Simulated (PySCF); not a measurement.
## Correlation energy of N (nitrogen, neutral)

[He] 2s1 2p4, high-spin 4P determinant (an excited configuration). All numbers are calculated (PySCF 2.14, the non-relativistic Hamiltonian (point nucleus), in aug-cc-pVDZ (4s3p2d, 23 functions)). Frozen: 1s2; 5 electrons correlated.

| level | correlation energy (mhartree) |
| --- | --- |
| CCSD | -96.14 |
| (T) | -3.56 |
| CCSD(T) | -99.70 |
| CCSDT | -108.40 |

Diagnostics: T1 = 0.024, D1 = 0.0570, largest double amplitude 0.201.

A double-excitation amplitude exceeds 0.15, a sign of near-degeneracy.

Cost of the coupled-cluster step: roughly 0.26 core-seconds, for 5 correlated electrons.

Iterations:

```
CC2 = 0
CCSD nocc = (np.int64(4), np.int64(1)), nmo = (22, 22)
frozen orbitals [[0], [0]]
max_cycle = 100
direct = 0
conv_tol = 1e-08
conv_tol_normt = 1e-06
diis_space = 8
diis_start_cycle = 0
Init t2, MP2 energy = -0.0726676212451254
Init E_corr(UCCSD) = -0.0726676212701302
cycle = 1  E_corr(UCCSD) = -0.0855610151900678  dE = -0.0128933939  norm(t1,t2) = 0.0501815
cycle = 2  E_corr(UCCSD) = -0.0894305266117178  dE = -0.00386951142  norm(t1,t2) = 0.0308913
cycle = 3  E_corr(UCCSD) = -0.0945154762949068  dE = -0.00508494968  norm(t1,t2) = 0.0218476
cycle = 4  E_corr(UCCSD) = -0.0945541241141092  dE = -3.86478192e-05  norm(t1,t2) = 0.0101291
cycle = 5  E_corr(UCCSD) = -0.0953373877587774  dE = -0.000783263645  norm(t1,t2) = 0.00832083
cycle = 6  E_corr(UCCSD) = -0.0956724657758806  dE = -0.000335078017  norm(t1,t2) = 0.00601254
cycle = 7  E_corr(UCCSD) = -0.0959597166672869  dE = -0.000287250891  norm(t1,t2) = 0.00385995
cycle = 8  E_corr(UCCSD) = -0.0961506851220251  dE = -0.000190968455  norm(t1,t2) = 0.00240518
cycle = 9  E_corr(UCCSD) = -0.0961020867128593  dE = 4.85984092e-05  norm(t1,t2) = 0.000877889
cycle = 10  E_corr(UCCSD) = -0.0961379230850322  dE = -3.58363722e-05  norm(t1,t2) = 0.000301338
cycle = 11  E_corr(UCCSD) = -0.0961358314527892  dE = 2.09163224e-06  norm(t1,t2) = 7.68761e-05
cycle = 12  E_corr(UCCSD) = -0.0961356688242244  dE = 1.62628565e-07  norm(t1,t2) = 3.03834e-05
cycle = 13  E_corr(UCCSD) = -0.0961350138591869  dE = 6.54965038e-07  norm(t1,t2) = 1.25425e-05
cycle = 14  E_corr(UCCSD) = -0.0961351960563429  dE = -1.82197156e-07  norm(t1,t2) = 4.03197e-06
cycle = 15  E_corr(UCCSD) = -0.0961352149778591  dE = -1.89215162e-08  norm(t1,t2) = 9.65606e-07
cycle = 16  E_corr(UCCSD) = -0.0961352001247097  dE = 1.48531494e-08  norm(t1,t2) = 3.05662e-07
cycle = 17  E_corr(UCCSD) = -0.0961351996551569  dE = 4.69552841e-10  norm(t1,t2) = 1.38037e-07
UCCSD converged
E(UCCSD) = -54.08567211036448  E_corr = -0.09613519965515691
UCCSD(T) correction = -0.00355835982223679
```
